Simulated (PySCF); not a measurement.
AlSi2H9S2O3

AlSi2H9S2O3 is a molecule drawn as a unit of a network glass or zeolite (built as: Al Si Si, H ends, S bridges), neutral, singlet. The structure, one conformer, was relaxed in the gas phase by PBE0-D3(BJ)/def2-SVP. No frequency run checks that it is a minimum.

SMILES: [OH][Al-]([OH])([OH])[SH+][SiH2]S[SiH3]

| atom | x (Å) | y (Å) | z (Å) |
| --- | --- | --- | --- |
| O1 | -0.657 | 0.790 | -0.600 |
| Al2 | 0.190 | 1.685 | 0.632 |
| O3 | 0.734 | 3.207 | 0.067 |
| O4 | -0.236 | 1.395 | 2.278 |
| S5 | 2.111 | 0.149 | 0.748 |
| Si6 | 0.797 | -1.631 | 0.616 |
| S7 | 0.730 | -2.320 | -1.380 |
| Si8 | -1.213 | -1.629 | -2.068 |
| H9 | -0.719 | 1.237 | -1.448 |
| H10 | 1.086 | 3.893 | 0.635 |
| H11 | -1.071 | 1.696 | 2.642 |
| H12 | 2.147 | 0.161 | 2.103 |
| H13 | 1.537 | -2.640 | 1.422 |
| H14 | -0.526 | -1.315 | 1.204 |
| H15 | -2.181 | -1.513 | -0.949 |
| H16 | -1.116 | -0.412 | -2.917 |
| H17 | -1.626 | -2.753 | -2.963 |

Shieldings: GIAO PBE0/pcSseg-1. Shifts are against computed references at the same level: H TMS (σ 31.27 ppm), Si TMS (σ 352.0 ppm). Core levels by delta-SCF with SCAN, pcX-2 on the ionised atom and pcseg-1 elsewhere, spin-free X2C (2p3/2 is the spin-free 2p value less a third of a first-order spin-orbit splitting); from the vacuum level, for chosen atoms.

Give the NMR and core-level values of the distinct atoms.


| atoms | bonded to | σ (ppm) | δ (ppm) | core level (eV) |
| --- | --- | --- | --- | --- |
| O1 | 1 Al + 1 H | 283.3 | - | 1s 537.47 |
| Al2 | 3 O + 1 S | 481.7 | - | 2p3/2 79.87 |
| O3 | 1 Al + 1 H | 312.0 | - | 1s 537.37 |
| O4 | 1 Al + 1 H | 306.4 | - | - |
| S5 | 1 Al + 1 Si + 1 H | 681.4 | - | 2p3/2 170.21 |
| Si6 | 2 S + 2 H | 347.1 | 4.9 | 2p3/2 107.87 |
| S7 | 2 Si | 788.2 | - | - |
| Si8 | 1 S + 3 H | 391.3 | -39.3 | - |
| H9 | 1 O | 30.79 | 0.48 | - |
| H10 | 1 O | 30.39 | 0.88 | - |
| H11 | 1 O | 30.74 | 0.52 | - |
| H12 | 1 S | 29.15 | 2.12 | - |
| H13 | 1 Si | 25.66 | 5.61 | - |
| H14 | 1 Si | 25.31 | 5.96 | - |
| H15 H16 H17 | 1 Si | 26.52 | 4.75 | - |

Values are those of this one static structure, with the three H of a rotating XH3 group averaged; atoms that internal rotation interchanges would show their mean in an NMR spectrum.

By CAM-B3LYP/def2-SVPD (TDDFT singlets, Tamm-Dancoff triplets, ionisation by delta-SCF), where does absorption start, and what does vertical ionisation take?

The lowest singlet lies at 6.21 eV (f 0.016), the strongest of the first 6 at 6.85 eV (f 0.040), the lowest triplet at 5.74 eV; vertical ionisation takes 9.65 eV.

The 3 runs behind this took 13 min in all, one thread each of AMD EPYC 7R43 64-Core on a shared host, launched as `OMP_NUM_THREADS=1 python cluster_run.py task.json out`.
